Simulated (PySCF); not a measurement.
C$_{2}$H$_{6}$AlF, charge +1, doublet, geometry from GFN2-xTB (such geometries of metal compounds can be far from the true shape) (a state made from the parent by changing its charge; the spin is typed, not shown lowest); PBE0/def2-SVP (PySCF).

Input for PySCF:
```python
from pyscf import gto, scf, dft

mol = gto.Mole()
mol.atom = '''
    Al   -0.067417    0.043178   -0.064645
    C     1.854826   -0.187101   -0.676458
    H     2.105596   -1.249915   -0.638556
    H     2.501818    0.391608   -0.012752
    H     1.873977    0.200062   -1.702762
    C    -0.670872   -0.547591    1.781208
    H    -1.394086   -1.356043    1.630716
    H    -1.163713    0.320572    2.232726
    H     0.197162   -0.876264    2.355430
    F    -1.149785    0.712979   -1.072547
'''
mol.basis = 'def2-svp'
mol.charge = 1
mol.spin = 1
mol.verbose = 4
mol.build()

mf = dft.UKS(mol)
mf.xc = 'pbe0'
mf.kernel()
mf.analyze()
```

Output, abridged:

```
PySCF version 2.14.0

[INPUT] verbose = 4
[INPUT] num. atoms = 10
[INPUT] num. electrons = 39
[INPUT] charge = 1
[INPUT] spin (= nelec alpha-beta = 2S) = 1
[INPUT] symmetry False subgroup None
[INPUT] Mole.unit = angstrom
[INPUT] Symbol           X                Y                Z      unit          X                Y                Z       unit  Magmom
[...]
nuclear repulsion = 151.422409304874
number of shells = 44
number of NR pGTOs = 150
number of NR cGTOs = 90
basis = def2-svp
ecp = {}

******** <class 'pyscf.dft.uks.UKS'> ********
method = UKS
initial guess = minao
damping factor = 0
level_shift factor = 0
DIIS = <class 'pyscf.scf.diis.CDIIS'>
diis_start_cycle = 1
diis_space = 8
diis_damp = 0
SCF conv_tol = 1e-09
SCF conv_tol_grad = None
SCF max_cycles = 50
direct_scf = True
direct_scf_tol = 1e-13
number electrons alpha = 20  beta = 19
XC library pyscf.dft.libxc version 7.1.2
    S. Lehtola, C. Steigemann, M. J. T. Oliveira, and M. A. L. Marques,  SoftwareX 7, 1–5 (2018)
XC functionals = pbe0
    C. Adamo and V. Barone,  J. Chem. Phys. 110, 6158 (1999)
    M. Ernzerhof and G. E. Scuseria,  J. Chem. Phys. 110, 5029 (1999)
radial grids:
    Treutler-Ahlrichs [JCP 102, 346 (1995); DOI:10.1063/1.469408] (M4) radial grids

becke partition: Becke, JCP 88, 2547 (1988); DOI:10.1063/1.454033
pruning grids: <function nwchem_prune>
grids dens level: 3
symmetrized grids: False
atomic radii adjust function: <function treutler_atomic_radii_adjust>
small_rho_cutoff = 0
Set gradient conv threshold to 3.16228e-05
tot grids = 120528
init E= -421.467109970431

cycle= 1 E= -421.218901509396  delta_E= 0.248  |g|= 0.446  |ddm|= 2.05
cycle= 2 E= -420.811607416063  delta_E= 0.407  |g|= 1.12  |ddm|= 1.16
cycle= 3 E= -421.296546238305  delta_E= -0.485  |g|= 0.11  |ddm|= 0.82
cycle= 4 E= -421.302858312996  delta_E= -0.00631  |g|= 0.0372  |ddm|= 0.147
cycle= 5 E= -421.303701221345  delta_E= -0.000843  |g|= 0.00688  |ddm|= 0.0423
cycle= 6 E= -421.303745282294  delta_E= -4.41e-05  |g|= 0.00262  |ddm|= 0.0129
cycle= 7 E= -421.303755216411  delta_E= -9.93e-06  |g|= 0.00113  |ddm|= 0.00635
cycle= 8 E= -421.303755734898  delta_E= -5.18e-07  |g|= 0.00105  |ddm|= 0.0024
cycle= 9 E= -421.303756481061  delta_E= -7.46e-07  |g|= 0.000136  |ddm|= 0.00123
cycle= 10 E= -421.303756496564  delta_E= -1.55e-08  |g|= 3.1e-05  |ddm|= 0.000205
cycle= 11 E= -421.303756497588  delta_E= -1.02e-09  |g|= 8.62e-06  |ddm|= 5.3e-05
cycle= 12 E= -421.303756497694  delta_E= -1.06e-10  |g|= 4.25e-06  |ddm|= 2.08e-05
Extra cycle  E= -421.303756497689  delta_E= 5.34e-12  |g|= 6.28e-06  |ddm|= 8.09e-06
converged SCF energy = -421.303756497689  <S^2> = 0.76504718  2S+1 = 2.014991
**** SCF Summaries ****
Total Energy =                        -421.303756497688880
Nuclear Repulsion Energy =             151.422409304874179
One-electron Energy =                 -874.531586930756248
Two-electron Energy =                  301.805421128193188
Two-electron Coulomb Energy =          343.407478922723726
DFT Exchange-Correlation Energy =      -41.602057794530531
**** MO energy ****
                             alpha | beta                alpha | beta
[...]
To work with the spin densities directly, `use mulliken_meta_spin()` only printing them here.

 ** Mulliken spin pop alpha/beta on meta-lowdin orthogonal AOs **
 ** Mulliken Spin Density (per AO)  **
spin_pop of  0 Al 1s       -0.00000
spin_pop of  0 Al 2s       -0.00004
spin_pop of  0 Al 3s       -0.08595
spin_pop of  0 Al 4s        0.00081
spin_pop of  0 Al 2px       0.00001
spin_pop of  0 Al 2py       0.00000
spin_pop of  0 Al 2pz       0.00001
spin_pop of  0 Al 3px       0.05234
spin_pop of  0 Al 3py      -0.00243
spin_pop of  0 Al 3pz       0.04935
spin_pop of  0 Al 4px       0.00439
spin_pop of  0 Al 4py       0.00018
spin_pop of  0 Al 4pz       0.00413
spin_pop of  0 Al 3dxy      0.00049
spin_pop of  0 Al 3dyz      0.00109
spin_pop of  0 Al 3dz^2     0.00445
spin_pop of  0 Al 3dxz      0.00144
spin_pop of  0 Al 3dx2-y2    0.00259
spin_pop of  1 C 1s       -0.00001
spin_pop of  1 C 2s        0.02632
spin_pop of  1 C 3s        0.00041
spin_pop of  1 C 2px       0.35966
spin_pop of  1 C 2py       0.01152
spin_pop of  1 C 2pz       0.06790
spin_pop of  1 C 3px      -0.00027
spin_pop of  1 C 3py      -0.00003
spin_pop of  1 C 3pz       0.00008
spin_pop of  1 C 3dxy     -0.00001
spin_pop of  1 C 3dyz      0.00002
spin_pop of  1 C 3dz^2     0.00007
spin_pop of  1 C 3dxz      0.00010
spin_pop of  1 C 3dx2-y2    0.00028
spin_pop of  2 H 1s       -0.00476
spin_pop of  2 H 2s        0.00008
spin_pop of  2 H 2px      -0.00005
spin_pop of  2 H 2py       0.00001
spin_pop of  2 H 2pz      -0.00000
spin_pop of  3 H 1s       -0.00460
spin_pop of  3 H 2s        0.00009
spin_pop of  3 H 2px      -0.00011
spin_pop of  3 H 2py       0.00002
spin_pop of  3 H 2pz       0.00005
spin_pop of  4 H 1s        0.00967
spin_pop of  4 H 2s        0.00022
spin_pop of  4 H 2px      -0.00005
spin_pop of  4 H 2py       0.00002
spin_pop of  4 H 2pz      -0.00002
spin_pop of  5 C 1s       -0.00001
spin_pop of  5 C 2s        0.02657
spin_pop of  5 C 3s        0.00040
spin_pop of  5 C 2px       0.06834
spin_pop of  5 C 2py       0.03586
spin_pop of  5 C 2pz       0.33610
spin_pop of  5 C 3px       0.00010
spin_pop of  5 C 3py      -0.00002
spin_pop of  5 C 3pz      -0.00025
spin_pop of  5 C 3dxy     -0.00002
spin_pop of  5 C 3dyz      0.00010
spin_pop of  5 C 3dz^2     0.00030
spin_pop of  5 C 3dxz      0.00006
spin_pop of  5 C 3dx2-y2    0.00003
spin_pop of  6 H 1s        0.00228
spin_pop of  6 H 2s        0.00014
spin_pop of  6 H 2px      -0.00004
spin_pop of  6 H 2py      -0.00001
spin_pop of  6 H 2pz       0.00001
spin_pop of  7 H 1s        0.00424
spin_pop of  7 H 2s        0.00016
spin_pop of  7 H 2px      -0.00004
spin_pop of  7 H 2py       0.00010
spin_pop of  7 H 2pz      -0.00011
spin_pop of  8 H 1s       -0.00708
spin_pop of  8 H 2s        0.00005
spin_pop of  8 H 2px       0.00006
spin_pop of  8 H 2py      -0.00002
spin_pop of  8 H 2pz      -0.00008
spin_pop of  9 F 1s       -0.00000
spin_pop of  9 F 2s        0.00002
spin_pop of  9 F 3s       -0.00003
spin_pop of  9 F 2px       0.01629
spin_pop of  9 F 2py       0.00048
spin_pop of  9 F 2pz       0.01611
spin_pop of  9 F 3px       0.00022
spin_pop of  9 F 3py      -0.00001
spin_pop of  9 F 3pz       0.00021
spin_pop of  9 F 3dxy     -0.00000
spin_pop of  9 F 3dyz     -0.00000
spin_pop of  9 F 3dz^2     0.00001
spin_pop of  9 F 3dxz     -0.00000
spin_pop of  9 F 3dx2-y2    0.00000
 ** Mulliken Spin Density (per atom)  **
spin density of  0 Al =      0.03287
spin density of  1 C =      0.46604
spin density of  2 H =     -0.00471
spin density of  3 H =     -0.00455
spin density of  4 H =      0.00984
spin density of  5 C =      0.46755
spin density of  6 H =      0.00237
spin density of  7 H =      0.00435
spin density of  8 H =     -0.00707
spin density of  9 F =      0.03330
 ** Mulliken pop alpha/beta on meta-lowdin orthogonal AOs **
 ** Mulliken pop       alpha | beta **
In total            20.00000 | 19.00000
 ** Mulliken atomic charges   ( Nelec_alpha | Nelec_beta ) **
charge of  0Al =      1.15674  (     5.93807      5.90520 )
charge of  1C =     -0.41582  (     3.44093      2.97489 )
charge of  2H =      0.17901  (     0.40814      0.41285 )
charge of  3H =      0.17915  (     0.40815      0.41270 )
charge of  4H =      0.19284  (     0.40850      0.39866 )
charge of  5C =     -0.41495  (     3.44125      2.97370 )
charge of  6H =      0.18674  (     0.40782      0.40544 )
charge of  7H =      0.18843  (     0.40796      0.40361 )
charge of  8H =      0.17487  (     0.40903      0.41610 )
charge of  9F =     -0.42700  (     4.73015      4.69685 )

WARN: System has nonzero charge 1; the dipole moment is origin-dependent.
Location of origin: [0. 0. 0.]

Dipole moment(X, Y, Z, Debye):  2.86109, -1.77543,  2.67092
```
